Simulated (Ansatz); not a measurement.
Frontier orbitals of C2H5FSSi (`F/C(S)=C\[SiH3]`).

```json
{"atom": "F1", "x (Å)": "-0.0959", "y (Å)": "1.2772", "z (Å)": "1.2621"}
{"atom": "C2", "x (Å)": "0.4149", "y (Å)": "0.0621", "z (Å)": "1.0296"}
{"atom": "S3", "x (Å)": "1.2470", "y (Å)": "-0.6089", "z (Å)": "2.4149"}
{"atom": "C4", "x (Å)": "0.2230", "y (Å)": "-0.5602", "z (Å)": "-0.1268"}
{"atom": "Si5", "x (Å)": "-0.8317", "y (Å)": "0.0747", "z (Å)": "-1.5168"}
{"atom": "H6", "x (Å)": "1.6681", "y (Å)": "0.5730", "z (Å)": "2.8958"}
{"atom": "H7", "x (Å)": "0.7274", "y (Å)": "-1.5148", "z (Å)": "-0.2355"}
{"atom": "H8", "x (Å)": "-1.7803", "y (Å)": "1.1069", "z (Å)": "-1.0337"}
{"atom": "H9", "x (Å)": "0.0151", "y (Å)": "0.6566", "z (Å)": "-2.5927"}
{"atom": "H10", "x (Å)": "-1.5876", "y (Å)": "-1.0666", "z (Å)": "-2.0969"}
```

Charge 0, multiplicity 1. The structure was optimised at the PBE0-D4/def2-TZVP level. It is one conformer, not always the lowest. Basis def2-TZVPP, Ansatz 0.2.0.

Orbital energies of one run (eV). Highest occupied ones, from the top: -6.10, -7.64, -8.30, -8.54, -8.63, -9.11, -10.35, -11.71, -12.10, -12.63, -13.68, -15.13, -18.35, -20.50. Empty: -1.77, -1.04, -0.26, 0.17, 0.46, 0.62.

(1) Which functional gave them?
A. r2SCANh
B. LC-ωPBE
C. LDA (SPW92)
D. PBE0

Results:

(1) C. HOMO energies: LDA (SPW92) -6.10, PBE0 -7.08, r2SCANh -6.60, LC-ωPBE -9.70 eV.

LC-ωPBE has ω = 0.4 bohr⁻¹.
